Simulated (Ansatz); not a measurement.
Basis-set extrapolation for CH$_{6}$AlNOSi (`[SiH3]O[CH]1[NH][AlH]1`) (PBE0-D4/def2-TZVP geometry, frozen core, Ansatz). Multiplicity 1, RHF reference.

```
                      def2-TZVPP   def2-QZVPP
                 HF  -701.586820  -701.611625
    MP2 correlation    -0.822019    -0.881823
CCSD(T) correlation    -0.894442      not run
```

Energies in hartree. Use E(X) = E(∞) + A·exp(−7.88·√X) for Hartree–Fock and E(X) = E(∞) + B·X^(−2.97) for correlation, with X = 3 and 4, and add CCSD(T) minus MP2 of the smaller set to the MP2 limit.

Question: What is the CCSD(T) energy at the basis-set limit?

Answer: HF limit: -701.611625 + (-0.024805) × 0.13774 = -701.61504. MP2 limit: -0.881823 + (-0.059804) × 0.74074 = -0.92612. Higher-order term: -0.894442 − (-0.822019) = -0.07242. Total: -702.61358 hartree, 347.4 kJ/mol below CCSD(T)/def2-TZVPP.
